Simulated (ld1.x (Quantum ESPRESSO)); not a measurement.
chlorine: excitation energies, all-electron against TM

| Quantity | Value |
| --- | --- |
| Element | chlorine |
| Generator | ld1.x (Quantum ESPRESSO) 7.5 |
| Type | norm-conserving Troullier–Martins (Kleinman–Bylander form) |
| Functional | LDA (PZ) |
| Relativity | scalar-relativistic |
| Frozen core | [Ne] |
| Valence charge | 7 |
| Reference configuration | 3s2 3p5 |
| Partial waves | 3p (bound): rc 1.45 bohr; 3d channel at 0.5 Ry: rc 1.55 bohr; 3s (bound): rc 1.25 bohr |
| Local potential | the s channel |
| Core correction | none |

Energies are relative to the spin-unpolarised reference configuration 3s2 3p5; without spin polarisation the order of configurations can differ from experiment. Spin-polarised rows fill each open shell by Hund’s rule, majority spin first. The frozen-core shift is the all-electron ΔE with the core orbitals held at their reference shape minus the fully relaxed ΔE.

Q: Give the all-electron excitation energy and the error of the potential for: 3s2 3p4; 3s2 3p3; 3s2 3p2; 3s2 3p1; 3s2 3p5.3; 3s1 3p5; 3s2 3p4.5; 3s2 3p5 (spin-polarised); 3s2 3p4 (spin-polarised).

A:

```csv
valence configuration,charge,ΔE all-electron (eV),error AE − PS (meV),frozen-core shift (meV)
3s2 3p4,+1,13.972,+3.9,+1.4
3s2 3p3,+2,39.500,+32,+9.7
3s2 3p2,+3,77.895,+118,+37
3s2 3p1,+4,130.265,+320,+106
3s2 3p5.3,-0.3,-2.172,+0.4,0.0
3s1 3p5,+1,26.566,+9.0,+2.0
3s2 3p4.5,+0.5,5.634,+0.4,+0.4
3s2 3p5 (spin-polarised),0,-0.186,+17,+0.2
3s2 3p4 (spin-polarised),+1,13.092,+94,+2.3
```
